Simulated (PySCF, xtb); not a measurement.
In(F)3 cation (F₃In), SMILES [F][In]([F])[F] (connectivity only; charge and spin as stated), charge +1, multiplicity 2.

Harmonic wavenumbers (cm⁻¹) from xtb 6.7.1 with GFN2-xTB at its own minimum, in rising order: 77, 83, 124, 175, 245, 308.

### Question
What does B3LYP-D3(BJ)/def2-SVP in PySCF give at its own minimum? (The exact figures need the calculation; the answer reports its results.)

### Answer
80, 110, 308, 336, 554, 702. Paired by order, the mean absolute difference is 180 cm⁻¹ and the zero-point energies are 1.4 and 3.0 kcal/mol.
